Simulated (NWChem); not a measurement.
System: CHBrF$_{2}$; SMILES FC(Br)F

Here is an NWChem input.

```
start job
memory heap 200 mb stack 900 mb global 1100 mb
geometry units angstroms noautoz
  F     -0.146487     1.509083     1.079602
  C      0.377340     0.943523     0.000000
  F     -0.146487     1.509083    -1.079602
  Br    -0.019731    -0.956851     0.000000
  H      1.471976     1.055418     0.000000
end
basis spherical
  * library 6-31g*
end
dft
  xc xpbe96 cpbe96
  iterations 150
  mulliken
end
task dft energy
```

Geometry: optimised at PBE0/def2-SVP.

Problem. Predict the main results of this run. (PBE/6-31G* (spherical d).) Quantities: energy (Ha); highest occupied level (eV); orbital gap (eV); dipole (D).

Solution. 
```json
{
 "energy (Ha)": "-2811.60",
 "highest occupied level (eV)": "-7.20",
 "orbital gap (eV)": "5.91",
 "dipole (D)": "1.36"
}
```
